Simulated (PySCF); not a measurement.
PySCF input for C₂H₄BFO₃, SMILES CC(=O)OB(O)F, PBE/pcSseg-1. Geometry optimised at B3LYP-D3(BJ)/def2-SVP. Other conformers were not sampled.

```python
import numpy as np
from pyscf import gto, scf, dft
from pyscf.prop.nmr import rks as nmr

mol = gto.M(
    atom='''
    B     0.12158351    0.39066595    1.14144824
    F    -0.99434223   -0.14794941    1.62741005
    O     0.65949917   -0.06321468   -0.04751048
    C    -0.09861369   -0.33086342   -1.15254331
    C     0.66509978   -1.15411751   -2.15218401
    O    -1.21705418    0.08335128   -1.28082887
    H     0.05416023   -1.31478291   -3.04776931
    H     0.94006228   -2.12019272   -1.70084220
    H     1.60337830   -0.64195241   -2.41456745
    O     0.80158612    1.33142105    1.82421115
    H     0.39239605    1.55256749    2.67063688
    ''',
    basis='pcSseg-1',
    charge=0,
    spin=0,
    max_memory=1600,
    verbose=3,
)
mf = dft.RKS(mol, xc='pbe')
mf.grids.level = 3
mf.conv_tol = 1e-10
mf.max_cycle = 100
mf.kernel()
n = nmr.NMR(mf)
n.verbose = 2
n.max_cycle_cphf = 60
sigma = n.kernel()
print('atom   isotropic/ppm   span/ppm')
for i, s in enumerate(sigma):
    w = np.linalg.eigvalsh((s + s.T) / 2)
    print(f'{mol.atom_symbol(i):2s}{i + 1:3d} {w.mean():14.3f} {w[2] - w[0]:11.3f}')
```

It prints:

```
converged SCF energy = -428.669964748187
atom   isotropic/ppm   span/ppm
B   1         79.097      29.336
F   2        272.617     213.614
O   3         83.012     209.946
C   4         10.578     166.084
C   5        156.948      53.391
O   6       -156.091     652.158
H   7         29.530       8.898
H   8         28.971       7.254
H   9         28.933       7.615
O  10        221.924     148.449
H  11         27.350      15.225
```

Self-consistency was reached.

Cost: about 26 core-seconds (a rough figure).
